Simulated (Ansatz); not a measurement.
Species: GaNOH4, charge 0, singlet. GaNOH4 (SMILES [NH2][GaH][OH]).
B3LYP-D3(BJ)/def2-TZVP minimum from Ansatz (a program for electronic structure):
```xyz
7

Ga    -0.1932    -0.2764    -0.0270
H     -1.0956    -1.5250    -0.1625
O      1.4200    -0.4721     0.7458
H      1.9397     0.3349     0.8046
N     -0.6572     1.3901    -0.6012
H     -0.0765     2.2078    -0.5172
H     -1.5368     1.5965    -1.0444
```

Total energies in cc-pVDZ, 18 correlated electrons, 16 frozen orbitals. UHF or UKS for unpaired electrons; spin-orbit terms are left out. Cores are frozen in correlated methods (noble-gas shells, and filled d and f shells in the p block). No relativity.

```json
[
 {"method": "HF", "program": "Ansatz", "energy (Eh)": "-2054.90335", "minus CCSDT(Q) (mEh)": "469.82"},
 {"method": "MP2", "program": "Ansatz", "energy (Eh)": "-2055.33735", "minus CCSDT(Q) (mEh)": "35.83"},
 {"method": "CCSD", "program": "Ansatz", "energy (Eh)": "-2055.36069", "minus CCSDT(Q) (mEh)": "12.49"},
 {"method": "CCSD(T)", "program": "Ansatz", "energy (Eh)": "-2055.37114", "minus CCSDT(Q) (mEh)": "2.03"},
 {"method": "CCSDT(Q)", "program": "Ansatz", "energy (Eh)": "-2055.37317", "minus CCSDT(Q) (mEh)": "0.00"}
]
```

Rough core times of Ansatz's runs on a shared machine: CCSD(T) under 20 s, CCSDT(Q) 3 min.
